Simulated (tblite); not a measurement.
Compound: C3H9ClO2Si2.
Cartesian coordinates in Å at the GFN2-xTB level; atoms count from 1:
```xyz
17
C3H9ClO2Si2 angstrom
C      1.0962   -1.8236   -1.2689
O      0.5235   -1.2006   -0.1534
C      0.6014    0.2283   -0.1744
C      0.5831    0.6960    1.2868
Si    -1.2410    0.6931    1.8410
O     -1.9133    1.0255    0.3706
Si    -1.0074    0.9268   -0.9761
Cl    -1.9287   -0.3042   -2.2408
H      0.9767   -2.8951   -1.1181
H      2.1654   -1.5841   -1.3470
H      0.6020   -1.5316   -2.2025
H      1.5450    0.5219   -0.6547
H      0.9882    1.7081    1.3351
H      1.2348    0.0551    1.8783
H     -1.7440   -0.6014    2.2757
H     -1.6106    1.8323    2.6710
H     -0.8782    2.2657   -1.5325
```

Computed with GFN2-xTB (tblite): harmonic, unscaled wavenumbers at the GFN2-xTB geometry, gas phase. Against measured fundamentals such values can be off by several per cent, at times by over 20. Modes of hydrogen on silicon can be 10 to 20 % off. One conformer, not necessarily the lowest.

Harmonic wavenumbers (cm⁻¹): 48.9, 88.6, 101.0, 123.1, 168.3, 212.0, 258.1, 295.0, 347.0, 388.9, 454.0, 509.3, 569.3, 581.8, 596.2, 643.6, 660.0, 712.7, 743.2, 760.3, 766.6, 794.3, 937.7, 942.5, 1036.2, 1099.2, 1120.6, 1140.4, 1145.9, 1195.9, 1271.6, 1313.4, 1410.9, 1455.3, 1470.1, 1490.8, 2310.6, 2315.8, 2331.8, 2855.4, 2888.7, 2927.9, 2972.7, 3004.9, 3024.4.

A = 1555, B = 1127, C = 762.5 MHz; mass 167.983 u (most abundant isotopes); point group C1, symmetry number 1.

Question: Zero-point energy?

Answer: ½Σν̃ = 25742 cm⁻¹ = 73.60 kcal/mol.

Question: Give the ideal-gas entropy at 298.15 K and 1 bar in the rigid-rotor, harmonic-oscillator model (classical rotation).

Answer: Translation 41.29, rotation 29.87, vibration 30.36: S = 101.5 cal/(mol K).

Question: And Cp and H(298.15 K) − H(0)?

Answer: Cp = 40.39 cal/(mol K), of which vibrations give 32.44 (their classical limit is 45 R = 89.4); H(298.15 K) − H(0) = 7.24 kcal/mol without the zero-point energy, 4.87 from vibrations.

Question: Blend soft modes into free rotors: weight 1/[1 + (100 cm⁻¹/ν̃)⁴] for the oscillator and the rest for a rotor with moment μB/(μ + B), μ = h/(8π²ν), B = 10⁻⁴⁴ kg m². What vibrational entropy results?

Answer: 28.29 cal/(mol K) in place of 30.36, which changes −T·S at 298.15 K by +0.62 kcal/mol.

Question: How do the functions run with temperature in this model?

Answer: 
| T (K) | S (cal/(mol K)) | Cp (cal/(mol K)) | H − H(0) (kcal/mol) | G − H(0) (kcal/mol) | ln q(vib) |
| --- | --- | --- | --- | --- | --- |
| 50 | 59.9 | 13.3 | 0.50 | -2.50 | 0.46 |
| 100 | 71.0 | 19.2 | 1.31 | -5.78 | 1.66 |
| 373.15 | 111.3 | 47.3 | 10.53 | -31.02 | 9.12 |
| 500 | 126.6 | 56.7 | 17.16 | -46.13 | 12.55 |
| 750 | 152.1 | 69.2 | 33.03 | -81.07 | 18.90 |
| 1000 | 173.2 | 77.2 | 51.39 | -121.82 | 24.65 |

q(vib) and H(0) count from the zero-point level.

Question: What must be added to the electronic energy to get the Gibbs energy at 298.15 K and 1 bar?

Answer: ZPE + [H(298.15 K) − H(0)] − T·S = 73.60 + 7.24 − 30.27 = 50.57 kcal/mol.

Hindered rotation and anharmonicity are outside this model. Other conformers, if any are populated, would add a mixing term that is left out. The structure is chiral; the term R ln 2 for an equal mix with its mirror image is left out.
